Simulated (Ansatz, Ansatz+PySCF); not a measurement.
```yaml
atoms:
  - { symbol: S, position_ang: [0.0000, 0.0000, -1.0281] }
  - { symbol: S, position_ang: [0.0000, 0.0000, 1.0281] }
```

Basis set: def2-SVP (spherical functions). Correlated methods keep 10 orbitals frozen. Correlation on ROHF uses semicanonical orbitals with singles. Charge 0, multiplicity 3.

Computed with Ansatz (development build ahead of 0.2.0); each method stands on the lowest determinant of its kind that the runs found.

Task: Give the atomization energy at this shape (free ground-state atoms in the same class of orbitals less the molecule, no zero-point energy) of triplet S2 by ROHF-MP2, UHF, UHF-CCSD(T), UHF-CCSD.

Result:

```json
{"method": "ROHF-MP2", "atomization energy": "3.11 eV"}
{"method": "UHF", "atomization energy": "1.47 eV"}
{"method": "UHF-CCSD(T)", "atomization energy": "3.36 eV"}
{"method": "UHF-CCSD", "atomization energy": "3.11 eV"}
```

Caution: the determinant breaks the point group; the shape is not the minimum. Caution for ROHF-MP2: another reference gives a lower total.
